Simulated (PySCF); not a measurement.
A small calculation by hand: entropy of an ideal gas

SnF₃Br, SMILES [F][Sn]([F])([F])[Br].

Coordinates come from a PBE-D3(BJ)/def2-SVP optimisation. The structure was generated by enumeration; whether it is a known compound was not checked. The def2 effective core potentials stand for the cores of Sn; spin–orbit coupling is left out.

PySCF with PBE-D3(BJ)/def2-SVP gives the harmonic wavenumbers 104, 104, 157, 157, 171, 270, 615, 644, 644 cm⁻¹ and the rotational temperatures 0.1324, 0.0474, 0.0474 K. The molar mass is 255.61 g/mol, the symmetry number 3, the spin multiplicity 1.

### Question
Work out the entropy at 298.15 K and 1 atm in the rigid-rotor, harmonic-oscillator model.

### Answer

Translation (Sackur–Tetrode at 1 atm): S = R[1.5 ln M + 2.5 ln T − 1.16487] = 177.9 J/(mol K).
Rotation: q = (√π/σ) T^1.5/√(θA θB θC) = 176000, S = R[ln q + 3/2] = 112.9 J/(mol K).
Vibration: with u = 1.4388 ν/T, each mode gives R[u/(e^u − 1) − ln(1 − e^−u)]:
```json
[
 {"ν (cm⁻¹)": "104", "modes": "2", "u": "0.50", "S (J/(mol K))": "28.27"},
 {"ν (cm⁻¹)": "157", "modes": "2", "u": "0.76", "S (J/(mol K))": "21.64"},
 {"ν (cm⁻¹)": "171", "modes": "1", "u": "0.83", "S (J/(mol K))": "10.14"},
 {"ν (cm⁻¹)": "270", "modes": "1", "u": "1.30", "S (J/(mol K))": "6.68"},
 {"ν (cm⁻¹)": "615", "modes": "1", "u": "2.97", "S (J/(mol K))": "1.78"},
 {"ν (cm⁻¹)": "644", "modes": "2", "u": "3.11", "S (J/(mol K))": "3.18"}
]
```
These are all the modes. Sum 71.7 J/(mol K).
Spin: R ln 1 = 0.0 J/(mol K).
Total 362.5 J/(mol K); the program's own thermochemistry gives 362.5. Translation makes up 49 % and vibration 20 %. Anharmonicity, hindered rotation and orbital degeneracy are left out.
